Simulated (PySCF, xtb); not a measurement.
Al(Me)(F)2 anion (CH₃AlF₂), SMILES [CH3][Al]([F])[F] (connectivity only; charge and spin as stated), charge -1, multiplicity 2.

Harmonic wavenumbers (cm⁻¹) from xtb with GFN2-xTB at its own minimum, in rising order: 71, 96, 99, 163, 378, 385, 450, 532, 578, 1281, 1522, 1527, 2860, 2877, 2887.

Question: What does PBE-D3(BJ)/def2-SVPD in PySCF 2.14.0 give at its own minimum? (The exact figures need the calculation; the answer reports its results.)

Answer: 106, 156, 198, 239, 517, 597, 601, 641, 695, 1093, 1357, 1365, 2911, 3006, 3028. Paired by order, the mean absolute difference is 122 cm⁻¹ and the zero-point energies are 22.5 and 23.6 kcal/mol.
